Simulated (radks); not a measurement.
The nuclear charge of the ytterbium ion Yb+ is varied continuously with 69 electrons held in [Xe] 4f14 6s1. Calculated with a radial shooting solver on a logarithmic mesh with Libxc functionals: Dirac Kohn-Sham, PBEsol, spin-unpolarised, spherical densities, finite nucleus; Fermi nuclear charge, rms radius 5.3108 fm. By the Hellmann-Feynman theorem dE/dZ = E(electron-nucleus)/Z, the electronic potential at the nucleus (averaged over a nucleus of fixed radius).

| Z | E (hartree) | E(electron-nucleus)/Z (hartree) | HOMO | e(HOMO) (eV) | <r> HOMO (bohr) |
|---|---|---|---|---|---|
| 69.4 | -13772.2941 | -492.321 | 4f7/2 | -1.447 | 0.8782 |
| 69.6 | -13870.9784 | -494.521 | 4f7/2 | -3.717 | 0.8419 |
| 69.8 | -13970.1019 | -496.713 | 4f7/2 | -6.340 | 0.8170 |
| 70 | -14069.6637 | -498.904 | 4f7/2 | -9.215 | 0.7970 |
| 70.2 | -14169.6633 | -501.093 | 6s1/2 | -10.786 | 3.419 |
| 70.4 | -14270.1008 | -503.282 | 6s1/2 | -12.381 | 3.315 |
| 70.6 | -14370.9763 | -505.472 | 6s1/2 | -14.043 | 3.219 |
| 70.8 | -14472.2898 | -507.663 | 6s1/2 | -15.767 | 3.133 |
| 71 | -14574.0418 | -509.856 | 6s1/2 | -17.551 | 3.052 |

The central difference of E at Z = 70 is -498.904 hartree, to compare with the third column; the second derivative is -10.9 hartree. No converged solution with all levels bound was reached at Z = 69, 69.2.
